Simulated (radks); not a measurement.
Results of a calculation; reference values are marked as such.
Question: All-electron atom: In4+ in [Kr] 4d9. Code: a radial shooting solver on a logarithmic mesh with Libxc functionals. Model: Dirac Kohn-Sham, PBEsol, spin-unpolarised, spherical densities, finite nucleus; open shells fill j = l - 1/2 first; Fermi nuclear charge, rms radius 4.6156 fm. Some entries of the table are withheld. Estimate them.

| orbital | occ. | eigenvalue (hartree) | <1/r> (bohr^-1) |
|---|---|---|---|
| 1s1/2 | 2 | -1020.523 | 51.84 |
| 2s1/2 | 2 | -154.3124 | 11.99 |
| 2p1/2 | 2 | -144.0541 | 11.98 |
| 2p3/2 | 4 | -136.3108 | 11.19 |
| 3s1/2 | 2 | -30.73535 | 4.225 |
| 3p1/2 | 2 | -26.59430 | 4.134 |
| 3p3/2 | 4 | -25.19520 | 3.941 |
| 3d3/2 | 4 | (1) | 3.785 |
| 3d5/2 | 6 | (2) | 3.735 |
| 4s1/2 | 2 | -6.15769 | 1.652 |
| 4p1/2 | 2 | -4.79610 | 1.538 |
| 4p3/2 | 4 | -4.54628 | 1.476 |
| 4d3/2 | 4 | -2.41126 | 1.204 |
| 4d5/2 | 5 | -2.37627 | 1.189 |
| 5s1/2 | 0 | (3) | 0.6299 |
| 5p1/2 | 0 | -1.32544 | 0.5553 |
| 5p3/2 | 0 | -1.28933 | 0.5398 |

Answer: 
(1) 3d3/2 eigenvalue (hartree): -17.86333
(2) 3d5/2 eigenvalue (hartree): -17.57650
(3) 5s1/2 eigenvalue (hartree): -1.65760
